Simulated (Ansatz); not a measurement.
Consider the substitution at a C–S bond: `C[S][Na]` + `C[Si](O)(O)F` → `CO[Si](C)(O)F` + `[Na][SH]`.

Calculated with Ansatz (gas phase, PBE0-D4/def2-TZVP geometries, no zero-point term in ΔE). CCSD(T)/CBS is the MP2 limit (def2-TZVPP, def2-QZVPP) plus CCSD(T) − MP2 in def2-TZVPP, frozen cores. This one scheme is used for every species. DFT in def2-TZVPP. For Na outer-core shells are correlated without core-valence functions, which leaves a few kJ/mol of doubt a bond. Each species was taken in one conformer, which may not be the lowest.

CCSD(T)/CBS gives +16.7 kJ/mol.

Task: Another level gave +14.6 kJ/mol. Which?
A. B2PLYP/def2-TZVPP
B. HF/def2-TZVPP
C. ωB97X-V/def2-TZVPP
D. MP2/def2-TZVPP

Result: A. B2PLYP 14.6, ωB97X-V 10.4, HF/def2-TZVPP 2.9, MP2/def2-TZVPP 19.8 kJ/mol.

Largest T1 diagnostic among the species: 0.011.

In def2-TZVPP, CCSD(T) changes the Hartree–Fock value by +10.2 kJ/mol (the triples alone add +1.7 kJ/mol) and MP2 by +16.9 kJ/mol.
